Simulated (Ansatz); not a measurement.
Reaction (SMILES): [O]=[Y][Br] -> [O]=[Y] + Br atom (the Br-Y bond at the site shown breaks; other sites are not compared here)
Geometries: B3LYP-D3(BJ)/def2-TZVP minima from Ansatz (a first-principles code). Frequencies are from Ansatz. [O]=[Y]: The spin state was set by rule; other spins were not relaxed.

Quantity: bond dissociation energy (enthalpy at 298 K, with B3LYP-D3(BJ) rigid-rotor harmonic-oscillator terms), in kJ/mol. Cores are frozen in the correlated levels unless marked. Open shells are spin-unrestricted. Spin-orbit coupling is left out. The frozen core is the preceding noble-gas configuration, with the filled d and f shells of earlier blocks. In def2 rows, elements after Kr have scalar-relativistic effective core potentials. CBS(X,Y): correlation extrapolated as X^-3; Hartree-Fock from the larger set.

```
level                                        program  bond dissociation energy (kJ/mol)
------------------------------------  --------------  ---------------------------------
r2SCAN/def2-TZVPD                             Ansatz                              416.4
B3LYP-D3(BJ)/def2-TZVPD               Ansatz + dftd3                              397.7
BHLYP-D4/def2-TZVPD                   Ansatz + dftd4                                [?]
r2SCAN0/def2-TZVPD                            Ansatz                              410.1
LC-wPBE-D4/def2-TZVPD                 Ansatz + dftd4                              412.7
LC-wPBE/def2-TZVPD                            Ansatz                              408.9
wB97X-V/def2-TZVPD                            Ansatz                              419.9
SCS-MP2/def2-TZVPPD                           Ansatz                              407.6
CCSD/def2-TZVPPD                              Ansatz                                [?]
CCSD(T)/CBS(def2-TZVPPD,def2-QZVPPD)          Ansatz                              419.7
```

Question: Complete the blanks.

Answer: 
- BHLYP-D4/def2-TZVPD, bond dissociation energy (kJ/mol): 394.5
- CCSD/def2-TZVPPD, bond dissociation energy (kJ/mol): 396.5
